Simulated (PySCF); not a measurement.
I3Sb, SMILES [I][Sb-]([I])[I], charge -1, multiplicity 2.

The structure is a stationary point at PBE0-D3(BJ)/def2-SVPD. The def2 effective core potentials stand for the cores of I, Sb; spin–orbit coupling is left out.

Two levels are set side by side: PBE/def2-SVPD (PySCF) and ωB97X/def2-SVPD (PySCF). Same geometry, gas phase. Differences are taken from unrounded values.

```
quantity                       PBE
---------------------------  -----
α-spin orbital gap (eV)       1.72
β-spin orbital gap (eV)       1.71
mean polarisability (bohr³)  218.9
```

Question: These are the PBE values. What does ωB97X give? (An estimate is asked for; the answer gives what the named calculation found.)

Answer: 
| quantity | ωB97X | PBE minus ωB97X |
|---|---|---|
| α-spin orbital gap (eV) | 7.24 | -5.52 |
| β-spin orbital gap (eV) | 6.38 | -4.67 |
| mean polarisability (bohr³) | 205.7 | 13.2 |

PBE's more diffuse valence density responds more strongly to a field. Differences between two approximate levels are no errors against the true value.

Rough cost on one machine, each run with all the roots and properties that it gave: ωB97X against PBE about 1/2.
